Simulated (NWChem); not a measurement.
System: ZrH₄O₂; SMILES [OH][ZrH2][OH]

Here is an NWChem input.

```
start job
memory heap 200 mb stack 900 mb global 1100 mb
geometry units angstroms noautosym nocenter noautoz
  Zr     0.000000     0.000000    -0.129561
  O      1.619356     0.046339     0.868897
  H      2.305186     0.119177     1.532785
  O     -1.619356    -0.046339     0.868897
  H     -2.305186    -0.119177     1.532785
  H      0.045176    -1.538066    -1.188552
  H     -0.045176     1.538066    -1.188552
end
basis spherical
  * library def2-svpd
end
ecp
  Zr library def2-ecp
end
dft
  xc b3lyp
  iterations 150
end
property
  response 1 0.0
end
task dft property
```

Parts of the log:

```
             Northwest Computational Chemistry Package (NWChem) 7.3.0
             --------------------------------------------------------

                             Geometry "geometry" -> ""
                             -------------------------

 Output coordinates in angstroms (scale by  1.889725989 to convert to a.u.)

  No.       Tag          Charge          X              Y              Z
 ---- ---------------- ---------- -------------- -------------- --------------
    1 Zr                  40.0000     0.00000000     0.00000000    -0.12956100
    2 O                    8.0000     1.61935600     0.04633900     0.86889700
    3 H                    1.0000     2.30518600     0.11917700     1.53278500
    4 O                    8.0000    -1.61935600    -0.04633900     0.86889700
    5 H                    1.0000    -2.30518600    -0.11917700     1.53278500
    6 H                    1.0000     0.04517600    -1.53806600    -1.18855200
    7 H                    1.0000    -0.04517600     1.53806600    -1.18855200

 Effective nuclear repulsion energy (a.u.)     243.3443343724

                                 NWChem DFT Module
                                 -----------------

 Summary of "ao basis" -> "ao basis" (spherical)
 ------------------------------------------------------------------------------
       Tag                 Description            Shells   Functions and Types
 ---------------- ------------------------------  ------  ---------------------
 Zr                        def2-svpd                12       34   5s4p2d1f
 O                         def2-svpd                 9       23   4s3p2d
 H                         def2-svpd                 4        8   2s2p

            General Information
            -------------------
          SCF calculation type: DFT
          Wavefunction type:  closed shell.
          No. of atoms     :     7
          No. of electrons :    32
           Alpha electrons :    16
            Beta electrons :    16
          Charge           :     0
          Spin multiplicity:     1
          Use of symmetry is: off; symmetry adaption is: off
          Maximum number of iterations: 150
          AO basis - number of functions:   112
                     number of shells:    46
          Convergence on energy requested:  1.00D-06
          Convergence on density requested:  1.00D-05
          Convergence on gradient requested:  5.00D-04

              XC Information
              --------------
                         B3LYP Method XC Potential
                     Hartree-Fock (Exact) Exchange  0.200
                        Slater Exchange Functional  0.800 local
                    Becke 1988 Exchange Functional  0.720 non-local
              Lee-Yang-Parr Correlation Functional  0.810
                  VWN I RPA Correlation Functional  0.190 local

             Grid Information
             ----------------
          Grid used for XC integration:  medium
          Radial quadrature: Mura-Knowles
          Angular quadrature: Lebedev.
          Tag              B.-S. Rad. Rad. Pts. Rad. Cut. Ang. Pts.
          ---              ---------- --------- --------- ---------
          Zr                  1.55      123          10.0       590
          O                   0.60       49          11.0       434
          H                   0.35       45          12.0       434
          Grid pruning is: on
          Number of quadrature shells:   401
          Spatial weights used:  Erf1

      Superposition of Atomic Density Guess
      -------------------------------------

 Sum of atomic energies:        -204.88499182

      Non-variational initial energy
      ------------------------------

 Total energy =    -197.966043
 1-e energy   =    -468.214534
 2-e energy   =     177.764777
 HOMO         =      -0.317898
 LUMO         =      -0.002482

   convergence    iter        energy       DeltaE   RMS-Dens  Diis-err
 ---------------- ----- ----------------- --------- --------- ---------
 d= 0,ls=0.0,diis     1   -199.7200208916 -2.92D+02  3.05D-02  1.47D+00
 d= 0,ls=0.0,diis     2   -198.3552488199  1.36D+00  1.93D-02  1.52D+01
 d= 0,ls=0.0,diis     3   -199.9128755592 -1.56D+00  1.57D-03  3.30D-02
 d= 0,ls=0.0,diis     4   -199.9156109140 -2.74D-03  8.59D-04  5.96D-03
 d= 0,ls=0.0,diis     5   -199.9164811873 -8.70D-04  2.20D-04  2.65D-04
  Resetting Diis
 d= 0,ls=0.0,diis     6   -199.9165120772 -3.09D-05  6.55D-05  3.61D-05
 d= 0,ls=0.0,diis     7   -199.9165172049 -5.13D-06  2.26D-05  1.97D-06
 d= 0,ls=0.0,diis     8   -199.9165172006  4.29D-09  1.13D-05  1.92D-06
 d= 0,ls=0.0,diis     9   -199.9165174050 -2.04D-07  3.43D-06  1.73D-07

         Total DFT energy =     -199.916517404988
      One electron energy =     -471.988859536568
           Coulomb energy =      204.146788254610
    Exchange-Corr. energy =      -24.558160293671
 Nuclear repulsion energy =       92.483714170640

 Numeric. integr. density =       32.000013223315

                       DFT Final Molecular Orbital Analysis
                       ------------------------------------

 Vector   14  Occ=2.000000D+00  E=-3.534428D-01
              MO Center=  4.2D-08,  1.6D-09,  7.9D-01, r^2= 3.4D+00
   Bfn.  Coefficient  Atom+Function         Bfn.  Coefficient  Atom+Function
  ----- ------------  ---------------      ----- ------------  ---------------
    41      0.337397  2 O  pz                72     -0.337397  4 O  pz
    39     -0.239770  2 O  px                70     -0.239770  4 O  px
    44      0.229889  2 O  pz                75     -0.229889  4 O  pz
    42     -0.167200  2 O  px                73     -0.167200  4 O  px
    21     -0.130874  1 Zr d  1              40     -0.127017  2 O  py

 Vector   15  Occ=2.000000D+00  E=-2.922812D-01
              MO Center=  1.5D-09, -7.1D-09, -9.5D-01, r^2= 3.1D+00
   Bfn.  Coefficient  Atom+Function         Bfn.  Coefficient  Atom+Function
  ----- ------------  ---------------      ----- ------------  ---------------
     4      0.474550  1 Zr s                 97      0.299758  6 H  s
   105      0.299758  7 H  s                  2     -0.281262  1 Zr s
    22     -0.282367  1 Zr d  2              98      0.177772  6 H  s
   106      0.177772  7 H  s                  8      0.173372  1 Zr pz
     3     -0.140774  1 Zr s                  1     -0.131784  1 Zr s

 Vector   16  Occ=2.000000D+00  E=-2.749215D-01
              MO Center=  1.7D-11,  6.9D-09, -9.1D-01, r^2= 3.1D+00
   Bfn.  Coefficient  Atom+Function         Bfn.  Coefficient  Atom+Function
  ----- ------------  ---------------      ----- ------------  ---------------
    19      0.385485  1 Zr d -1              97      0.311176  6 H  s
   105     -0.311176  7 H  s                  7      0.255094  1 Zr py
    98      0.157910  6 H  s                106     -0.157910  7 H  s
    16     -0.140946  1 Zr py                10     -0.108093  1 Zr py
    24      0.089338  1 Zr d -1              40     -0.084754  2 O  py

 Vector   17  Occ=0.000000D+00  E=-6.138433D-02
              MO Center=  1.4D-09,  8.1D-10, -5.9D-01, r^2= 2.8D+00
   Bfn.  Coefficient  Atom+Function         Bfn.  Coefficient  Atom+Function
  ----- ------------  ---------------      ----- ------------  ---------------
    20      0.674710  1 Zr d  0              22      0.322232  1 Zr d  2
    14     -0.237718  1 Zr pz                25      0.165609  1 Zr d  0
     8      0.157514  1 Zr pz                17     -0.126156  1 Zr pz
    38      0.119235  2 O  s                 69      0.119235  4 O  s
    27      0.117362  1 Zr d  2              59     -0.078181  3 H  s

 Vector   18  Occ=0.000000D+00  E=-3.008044D-02
              MO Center= -2.5D-09,  3.3D-10, -8.3D-02, r^2= 2.2D+00
   Bfn.  Coefficient  Atom+Function         Bfn.  Coefficient  Atom+Function
  ----- ------------  ---------------      ----- ------------  ---------------
    18      0.844825  1 Zr d -2              23      0.185884  1 Zr d -2
    40     -0.185439  2 O  py                71      0.185439  4 O  py
    43     -0.153179  2 O  py                74      0.153179  4 O  py
     4     -0.099368  1 Zr s                 38      0.094975  2 O  s
    69      0.094975  4 O  s                 22     -0.083539  1 Zr d  2

 Vector   19  Occ=0.000000D+00  E=-1.908573D-02
              MO Center=  9.9D-09,  1.0D-08, -5.7D-01, r^2= 4.6D+00
   Bfn.  Coefficient  Atom+Function         Bfn.  Coefficient  Atom+Function
  ----- ------------  ---------------      ----- ------------  ---------------
    15      0.691048  1 Zr px                21     -0.619361  1 Zr d  1
    12     -0.567388  1 Zr px                38     -0.563088  2 O  s
    69      0.563088  4 O  s                 45      0.486253  2 O  px
    76      0.486253  4 O  px                26     -0.419313  1 Zr d  1
     6      0.236501  1 Zr px                47      0.208251  2 O  pz

     Multipole analysis of the density
     ---------------------------------

     L   x y z        total         alpha         beta         nuclear
     -   - - -        -----         -----         ----         -------
     0   0 0 0     -0.000000    -16.000000    -16.000000     32.000000

     1   1 0 0      0.000000      0.000000      0.000000     -0.000000
     1   0 1 0     -0.000000     -0.000000     -0.000000      0.000000
     1   0 0 1      1.203886    -11.715372    -11.715372     24.634631

     2   2 0 0    -22.888487   -105.343359   -105.343359    187.798231
     2   1 1 0      0.613704     -2.569841     -2.569841      5.753386
     2   1 0 1     -0.000000     -0.000000     -0.000000      0.000000
     2   0 2 0    -31.587271    -24.353579    -24.353579     17.119887
     2   0 1 1      0.000000      0.000000      0.000000      0.000000
     2   0 0 2    -25.315976    -48.021016    -48.021016     70.726057

 *** CALLING NEW AORESP DRIVER FOR CLOSED AND OPEN SHELLS ***
 Entering AOResponse driver routine

--------------------------------------------------------------------------------

          -----------------------------------------------
          Solving response equations for perturbing field
          -----------------------------------------------

 number of frequencies:     1
 frequency in a.u.:  0.0000000E+00
 Perturbing field: electric
 Using El. Dipole Length Gauge

 Setting up CPKS with frequency omega =      0.00000000 a.u.

 STATIC response

                                NWChem CPHF Module
                                ------------------

  scftype          =     RHF
  nclosed          =       16
  nopen            =        0
  variables        =     1536
  # of vectors     =        3
  tolerance        = 0.10D-03
  level shift      = 0.00D+00
  max iterations   =       50
  max subspace     =       30

 SCF residual:    1.1956712172577660E-004

Iterative solution of linear equations
  No. of variables     1536
  No. of equations        3
  Maximum subspace       30
        Iterations       50
       Convergence  1.0D-04

   iter   nsub   residual    time
   ----  ------  --------  ---------
     1      3    3.10D+00      16.3
     2      6    2.52D+00      19.6
     3      9    6.19D-01      23.0
     4     12    1.16D-01      26.3
     5     15    2.30D-02      29.6
     6     18    5.32D-03      32.8
     7     21    3.74D-04      36.1
     8     24    4.95D-05      39.4

 Electric Dipole Response Matrix (nonzero elements):

              1        2        3
    1   57.5085   0.2833  -0.0000
    2    0.2833  55.1244   0.0000
    3   -0.0000   0.0000  56.0308

 ------------------------------------------
 average:        56.22124 + I       0.00000

 DFT Linear Response polarizability / au
 Frequency  =       0.0000000 / au
              X              Y              Z
 -----------------------------------------------
 X      57.5085257      0.2832826     -0.0000000
 Y       0.2833074     55.1243919      0.0000000
 Z      -0.0000000      0.0000000     56.0308143
 -----------------------------------------------
 Eigenvalues =      57.5417231     55.0911945     56.0308143
 Isotropic   =      56.2212440
 Anisotropic =       2.1413572
 -----------------------------------------------

 Magnetic Dipole Response Matrix (nonzero elements):

 Exiting AOResponse driver routine
```

Level: B3LYP/def2-SVPD with def2 effective core potentials on Zr. All runs use the structure optimised with PBE0/def2-SVP. No frequency run checked for a minimum. B3LYP is NWChem's, with the RPA form of VWN correlation. def2 effective core potentials on Zr; no spin-orbit coupling.
